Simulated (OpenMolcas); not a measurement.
## Nb3+: ligand-field states by method

Nb3+ with its 6 nearest fluoride ions at 2.082 Å, on the Y site of Cs2NaYF6 (a = 9.075 Å, distance in the model lattice 2.178 Å). The rest of the host is ab initio model potentials to 7.6 Å, with orthogonalisation functions on the cations behind the ligands, and point charges beyond; the distance is set by hand and nothing relaxes. Ligand basis ANO-RCC-VDZP.
```
Nb    0.0000    0.0000    0.0000
F     2.0820    0.0000    0.0000
F     0.0000    2.0820    0.0000
F    -2.0820    0.0000    0.0000
F     0.0000   -2.0820    0.0000
F     0.0000    0.0000    2.0820
F     0.0000    0.0000   -2.0820
```

```json
{
  "Program": "OpenMolcas",
  "Basis": "ANO-RCC-VDZP [6s5p3d1f]",
  "Scalar Hamiltonian": "DKH2, point nucleus",
  "Active space": "2 electrons in 5 orbitals (4d)",
  "State averaging": "2S+1 = 3 even, 10 roots; 2S+1 = 1 even, 15 roots",
  "Spin-orbit coupling": "state interaction with AMFI integrals over the reference wave functions"
}
```

I. CASSCF
II. SS-CASPT2, IPEA 0.25 Eh, imaginary shift 0.1 Eh (closed shells correlated: 4s 4p and the ligand valence shells)

Spin-free states (labels of O, the rotations of Oh) in cm-1, each column counted from its own energy of the first state listed:

| State | Degeneracy | I | II |
| --- | --- | --- | --- |
| 3T1 | 3 | 0 | 0 |
| 1E | 2 | 9996 | 8130 |
| 1T2 | 3 | 10069 | 7970 |
| 1A1 | 1 | 22719 | 18520 |
| 3T2 | 3 | 25038 | 25610 |
| 3T1 | 3 | 33917 | 32500 |
| 1T2 | 3 | 36239 | 33990 |
| 1T1 | 3 | 38661 | 36570 |
| 3A2 | 1 | 51679 | 52790 |
| 1E | 2 | 63103 | 61280 |
| 1A1 | 1 | 76058 | 71330 |

From I to II, I's first state of the same spin (3T2) moves from 25038 to 25610 cm-1, by about +570 cm-1.

From I to II, I's first state of another spin (1E) moves from 9996 to 8130 cm-1, by about -1900 cm-1. In II another state of that kind comes below it.

I: A least-squares ligand-field fit to the states below 45000 cm-1, each weighted by its degeneracy and with a free common offset, gives 10Dq = 26489 cm-1, B = 697 cm-1 and C = 2715 cm-1 (C/B = 3.89), with an rms deviation of 65 cm-1. The same method and metal basis give the free ion B = 760 cm-1 (fit to its terms below 60000 cm-1, rms deviation 30 cm-1), so the nephelauxetic ratio is β = 697 / 760 = 0.92; it hangs on how both fits weigh the states, and computed free-ion B values tend to be too large, so β mixes covalency with correlation.

II: A least-squares ligand-field fit to the states below 45000 cm-1, each weighted by its degeneracy and with a free common offset, gives 10Dq = 26626 cm-1, B = 562 cm-1 and C = 2134 cm-1 (C/B = 3.79), with an rms deviation of 172 cm-1. The same method and metal basis give the free ion B = 703 cm-1 (fit to its terms below 60000 cm-1, rms deviation 565 cm-1), so the nephelauxetic ratio is β = 562 / 703 = 0.80; it hangs on how both fits weigh the states, and computed free-ion B values tend to be too large, so β mixes covalency with correlation.

From I to II, 10Dq changes by +1 %, B by -19 % and C by -21 %.

χT at 300 K: I 0.45, II 0.45 cm3 K/mol.

Roots that are degenerate in the reference are averaged as groups; the widest CASPT2 spread within a group is 740 cm-1 (the 3-fold group of multiplicity 1 near 34000 cm-1 above the lowest state of its run, II). Shifts and gaps below about the spread of the groups concerned are not significant. Over all roots computed the reference weight is 0.73 in II; a low but even weight reflects the number of correlated electrons. An orbital triplet at a regular site is open to Jahn-Teller coupling, which can distort the site and quench the lowest spin-orbit gaps and is left out. The least metal-like active orbital is 83 % on the metal (Löwdin) and no ligand orbital is active, so the numbers are rough. Ligand-to-metal charge-transfer states are missing. With no ligand orbital active B as a rule stays too high, so bands that hang on it stand too high and its fall with covalency is understated. Without dynamic correlation the repulsion within the d shell is too large (B by tens of per cent), so at a given field states of lower spin stand too high (holds for I). With metal d orbitals alone the field can be off either way by tens of per cent (holds for I). With one d shell and no ligand orbital active, 10Dq can be off by a tenth or more (holds for II). No measured value stands beside these numbers; the geometry was set by hand and not optimised.
